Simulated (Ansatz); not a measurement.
Total energies of Cu(NH3)Br (CuBrNH3) from Ansatz at PBE0-D4/def2-TZVP, gas phase (1 Eh = 27.2114 eV = 2625.5 kJ/mol). The reference geometry is relaxed at PBE0-D4/def2-TZVP.

```csv
atom,x (Å),y (Å),z (Å)
Cu1,0.7140,0.8555,0.0026
N2,-0.5349,-0.6383,-0.0023
H3,-1.3845,-0.4137,0.5057
H4,-0.1285,-1.4608,0.4321
H5,-0.8033,-0.8940,-0.9473
Br6,2.1372,2.5513,0.0092
```

```json
{"state": "charge 0 singlet", "geometry": "reference", "energy (Eh)": "-4270.75682"}
{"state": "charge 1 doublet", "geometry": "reference", "energy (Eh)": "-4270.44013"}
{"state": "charge 1 doublet", "geometry": "relaxed at PBE0-D4/def2-TZVP", "energy (Eh)": "-4270.44030"}
{"state": "free Cu atom (doublet)", "geometry": "–", "energy (Eh)": "-1640.24417"}
{"state": "free N atom (quartet)", "geometry": "–", "energy (Eh)": "-54.54382"}
{"state": "free H atom (doublet)", "geometry": "–", "energy (Eh)": "-0.50104"}
{"state": "free Br atom (doublet)", "geometry": "–", "energy (Eh)": "-2573.81189"}
```

(1) Work out the vertical ionisation energy to the doublet.

(2) How much does the charge 1 doublet relax, and what is the adiabatic ionisation energy?

(3) What is the binding energy per atom against free atoms?

(1) E(charge 1 doublet) − E(charge 0 singlet) = -4270.44013 − (-4270.75682) = 0.31669 Eh = 8.62 eV. For comparison, −ε of the highest occupied level is 6.36 eV at this level, 2.26 eV less.

(2) Relaxation: -4270.44013 − (-4270.44030) = 0.00017 Eh = 0.00 eV. Adiabatic ionisation energy: 0.31652 Eh = 8.61 eV, without zero-point energy. 

(3) Atoms: 1 × (-1640.24417) + 1 × (-54.54382) + 3 × (-0.50104) + 1 × (-2573.81189) = -4270.10300 Eh. Binding: -4270.10300 − (-4270.75682) = 0.65382 Eh = 17.79 eV, or 2.97 eV for each of 6 atoms (no zero-point energy, no counterpoise term).
